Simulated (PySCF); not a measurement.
**C₆ coefficients of unlike pairs at UHF**

Calculated with PySCF 2.14 from the dipole response of each species, C₆(A,B) = (3/π) ∫ α_A(iu) α_B(iu) du, in atomic units, from isotropic polarisabilities. For ions this is the dispersion term alone; charge-induced terms of lower order in 1/R come first.

| species | configuration | basis | relativity | α (bohr³) | C₆ (like pair) |
| --- | --- | --- | --- | --- | --- |
| Br²⁺ | [Ar] 3d10 4s2 4p3 (4S) | aug-cc-pVTZ-DK (7s6p4d2f) | spin-free X2C | 8.379 | 39.81 |
| P³⁺ | [Ne] 3s2 (1S) | aug-cc-pV(D+d)Z (5s4p3d) | none | 7.165 | 18.66 |
| Li⁺ | 1s2 (1S) | aug-cc-pVTZ (5s4p3d2f) | none | 0.1196 | 0.02598 |
| Ca⁺ | [Ar] 4s1 (2S) | dyall-av2z (17s13p4d) | none | 98.01 | 781.7 |

Estimate C₆ for Ca⁺ with P³⁺.

The integral gives 97.96. The combination rule 2 C_A C_B / (C_A α_B/α_A + C_B α_A/α_B) gives 93.39 and the geometric mean 120.8.

No spin-orbit coupling is included.

The other pairs:

| pair | C₆ |
| --- | --- |
| Ca⁺, Br²⁺ | 126.4 |
| Li⁺, P³⁺ | 0.5335 |
| P³⁺, Br²⁺ | 26.62 |
| Ca⁺, Li⁺ | 2.173 |
| Li⁺, Br²⁺ | 0.8808 |
